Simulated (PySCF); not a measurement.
Sn(Me)2(Cl) (C₂H₆ClSn), SMILES [Cl][Sn+]([CH3])[CH3], charge +1.

Coordinates come from a B3LYP-D3(BJ)/def2-SVP optimisation. The multiplicity is an assumed one; no other spin state was optimised. The isomer is the one that the SMILES or the coordinates give; other isomers of the formula were not compared. The def2 effective core potentials stand for the cores of Sn; spin–orbit coupling is left out.

Two levels are set side by side: TDA-PBE/def2-SVPD (PySCF) and TDA-LC-ωPBE/def2-SVPD (PySCF). Vertical, same geometry. The lowest singlet is HOMO→LUMO 100 % with PBE and HOMO→LUMO 95 % with the other functional; states are paired by order. Differences are taken from unrounded values.

```tsv
quantity	TDA-LC-ωPBE	TDA-PBE	TDA-PBE minus TDA-LC-ωPBE
lowest singlet excitation (eV)	4.84	3.71	-1.13
lowest triplet excitation (TDA) (eV)	4.50	3.54	-0.96
first bright state (f over 0.05) (eV)	6.44	6.89	0.45
its oscillator strength	0.09	0.12	0.03
```

Functionals without exact exchange tend to place singlet excitations lower, as here. Differences between two approximate levels are no errors against the true value.

Rough cost on one machine, each run with all the roots and properties that it gave: TDA-LC-ωPBE against TDA-PBE about 3 times.
